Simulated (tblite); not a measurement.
Isomers of [C6H8P]- (charge -1). Computed values, GFN2-xTB/tblite, gas phase, harmonic and unscaled. This tight-binding method is rough: wavenumbers can miss measured ones by several per cent, in bad cases by 10 to 20. One conformer each.

Electronic energies: GFN2-xTB at the same geometries; isomer energies are rough at this level and their order can be wrong.

| SMILES | electronic energy, lowest = 0 (kcal/mol) |
| --- | --- |
| CCc1cc[p-]c1 | 1.2 |
| Cc1c[p-]c(C)c1 | 0.1 |
| Cc1cc[p-]c1C | 0.0 |
| Cc1ccc(C)[p-]1 | 1.8 |

How do GFN2-xTB zero-point energies change the relative energies?

```json
{"SMILES": "Cc1cc[p-]c1C", "ZPE (kcal/mol)": "74.1", "of it from modes above 1550 cm⁻¹": "33.8", "electronic (kcal/mol)": "0.0", "with ZPE, lowest = 0 (kcal/mol)": "0.1", "lowest mode (cm⁻¹)": "96", "rings": "1"}
{"SMILES": "Cc1c[p-]c(C)c1", "ZPE (kcal/mol)": "73.9", "of it from modes above 1550 cm⁻¹": "33.8", "electronic (kcal/mol)": "0.1", "with ZPE, lowest = 0 (kcal/mol)": "0.0", "lowest mode (cm⁻¹)": "62", "rings": "1"}
{"SMILES": "CCc1cc[p-]c1", "ZPE (kcal/mol)": "74.6", "of it from modes above 1550 cm⁻¹": "34.0", "electronic (kcal/mol)": "1.2", "with ZPE, lowest = 0 (kcal/mol)": "1.9", "lowest mode (cm⁻¹)": "35", "rings": "1"}
{"SMILES": "Cc1ccc(C)[p-]1", "ZPE (kcal/mol)": "73.9", "of it from modes above 1550 cm⁻¹": "33.7", "electronic (kcal/mol)": "1.8", "with ZPE, lowest = 0 (kcal/mol)": "1.7", "lowest mode (cm⁻¹)": "73", "rings": "1"}
```

The zero-point energies span 0.7 kcal/mol, from `Cc1ccc(C)[p-]1` to `CCc1cc[p-]c1`. With it `Cc1c[p-]c(C)c1` becomes the lowest.

What do entropy and thermal enthalpy add at 298.15 K and 1 bar (rigid rotor, harmonic oscillator, one conformer each)?

```
        SMILES  point group  symmetry number  S (cal/(mol K))  H − H(0) (kcal/mol)  ZPE + H − H(0) − TS (kcal/mol)
  Cc1cc[p-]c1C           Cs                1             85.3                 5.40                            54.1
  CCc1cc[p-]c1           C1                1             85.4                 5.15                            54.3
Cc1ccc(C)[p-]1          C2v                2             86.0                 5.54                            53.8
```

Not tabulated: `Cc1c[p-]c(C)c1` (point group not settled).
